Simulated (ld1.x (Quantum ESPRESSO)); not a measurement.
## Before and after: TM potential for zinc (Zn)

- Element: zinc (Zn)
- Generator: ld1.x (Quantum ESPRESSO) 7.5
- Type: norm-conserving Troullier–Martins (Kleinman–Bylander form)
- Functional: PBEsol
- Relativity: scalar-relativistic
- Frozen core: [Ar]
- Valence charge: 12
- Reference configuration: 3d10 4s2 4p0
- Partial waves: 4s (bound): rc 2.25 bohr; 4p (bound, empty): rc 2.85 bohr; 3d (bound): rc 0.80 bohr
- Local potential: the d channel
- Core correction: a·sin(br)/r model core inside 0.50 bohr

All-electron outer shells of the reference configuration (PBEsol, scalar-relativistic, ld1.x):

```json
{"shell": "3s", "level (eV)": "-128.92", "outermost node (bohr)": "0.28", "outermost maximum (bohr)": "0.59"}
{"shell": "3p", "level (eV)": "-83.26", "outermost node (bohr)": "0.25", "outermost maximum (bohr)": "0.59"}
{"shell": "3d", "level (eV)": "-10.17", "outermost node (bohr)": "–", "outermost maximum (bohr)": "0.56"}
{"shell": "4s", "level (eV)": "-6.00", "outermost node (bohr)": "0.85", "outermost maximum (bohr)": "2.09"}
{"shell": "4p", "level (eV)": "-1.07", "outermost node (bohr)": "0.92", "outermost maximum (bohr)": "3.04"}
```

Change: wave 4s (bound): rc 2.25 bohr becomes 4s (bound): rc 2.44 bohr.

Cutoffs: the cutoffs (Ry, on a coarse ladder) from which the occupation-weighted sum of valence levels, in a spherical-Bessel basis at the reference potential, stays within 10 and 1 mRy of its value at 400 Ry; they do not see the model core or the augmentation charge, which bear on the density cutoff. Errors are all-electron minus pseudo energies relative to the spin-unpolarised reference configuration.

**Question.** What does the change do?

**Answer.** Both files keep a bound ghost (p, s); of the 6 tests that both files solve, the error grows in 3 and shrinks in 0 by more than 15 % and 0.3 meV (median size 8.6 → 16.0 meV). More of the atom is replaced by a form fitted at one configuration, so other configurations suffer.

| quantity | base | changed |
| --- | --- | --- |
| cutoff, loose | over 300 Ry | over 300 Ry |
| cutoff, tight | over 300 Ry | over 300 Ry |
| bound ghosts | s, p | s, p |
| tests counted (converged, no solver errors) | 6 of 7 | 6 of 7 |
| error for 3d10 4s1 4p0, meV [ΔE 9.90 eV] | -6.2 | -5.6 |
| error for 3d10 4s0 4p0, meV [ΔE 28.25 eV] | -58 | -66 |
| error for 3d9 4s0 4p0, meV [ΔE 68.76 eV] | -140 | -230 |
| error for 3d10 4s1.5 4p0, meV [ΔE 3.95 eV] | -1.1 | -0.9 |
| error for 3d10 4s0 4p2, meV [ΔE 10.60 eV] | -5.3 | -13 |
| error for 3d10 4s0 4p1, meV [ΔE 16.26 eV] | -11 | -19 |
| s: phases at 3.10 bohr within 0.05 rad from the reference energy up to (Ry; the scan ends near 5) | 0.8 | 0.7 |
| p: phases at 3.10 bohr within 0.05 rad from the reference energy up to (Ry; the scan ends near 5) | 2.1 | 2.1 |
| d: phases at 3.10 bohr within 0.05 rad from the reference energy up to (Ry; the scan ends near 5) | 4.7 | 4.7 |

Base: Tests not counted: 3d9 4s2 4p1 (solver errors, printed error -36.7 eV). These tests converged, but a pseudo level misses the all-electron one widely, so the file describes the atom poorly there or has found another state: 3d9 4s0 4p0: empty 4s by 8.6 eV (a node warning on the way). Changed file: Tests not counted: 3d9 4s2 4p1 (solver errors, printed error -36.8 eV). These tests converged, but a pseudo level misses the all-electron one widely, so the file describes the atom poorly there or has found another state: 3d9 4s0 4p0: empty 4s by 8.9 eV (a node warning on the way). A true bound ghost makes a file unfit for plane-wave use even where its test errors are small: the radial tests pick states by their node count and pass the ghost by. Where a test does run into it, the solver fails or the error is huge.
